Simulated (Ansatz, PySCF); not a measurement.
difluoro(fluoromethyl)silane (CH3F3Si), SMILES FC[SiH](F)F. Atoms are numbered in the order given.

```xyz
8

F      1.8111     0.4437     0.7023
C      1.3154    -0.4596    -0.2219
Si    -0.5533    -0.3233    -0.3396
F     -0.9622     1.1802    -0.7630
F     -1.2114    -0.6129     1.1061
H      1.6062    -1.4848     0.0743
H      1.7756    -0.2650    -1.2086
H     -1.1223    -1.2697    -1.3230
```
Charge 0, spin multiplicity 1.

Geometry: ωB97X-D3(BJ)/def2-SVP. The values are those of a single conformer.

Two levels are set side by side: PBE-D3(BJ)/def2-SVP (Ansatz, an electronic-structure program) and ωB97X-D3(BJ)/def2-SVP (PySCF). Each level has its own optimised geometry; the coordinates shown are those of the second. Frequencies come from the Hessian of PySCF at each geometry. Differences are taken from unrounded values.

| quantity | ωB97X-D3(BJ) | PBE-D3(BJ) | PBE-D3(BJ) minus ωB97X-D3(BJ) |
|---|---|---|---|
| mean bond length (Å) | 1.454 | 1.466 | 0.011 |
| bond F1–C2 (Å) | 1.384 | 1.389 | 0.004 |
| bond C2–Si3 (Å) | 1.877 | 1.890 | 0.013 |
| bond Si3–F4 (Å) | 1.615 | 1.628 | 0.013 |
| bond Si3–F5 (Å) | 1.615 | 1.628 | 0.013 |
| bond C2–H6 (Å) | 1.106 | 1.116 | 0.010 |
| bond C2–H7 (Å) | 1.106 | 1.116 | 0.010 |
| bond Si3–H8 (Å) | 1.479 | 1.494 | 0.016 |
| highest harmonic wavenumber (cm⁻¹) | 3117 | 2986 | -131 |
| mean harmonic wavenumber (cm⁻¹) | 1103 | 1054 | -49 |
| zero-point energy (kcal/mol) | 28.38 | 27.11 | -1.27 |

GGA bonds tend to be longer and softer than those of functionals with exact exchange. Differences between two approximate levels are no errors against the true value.
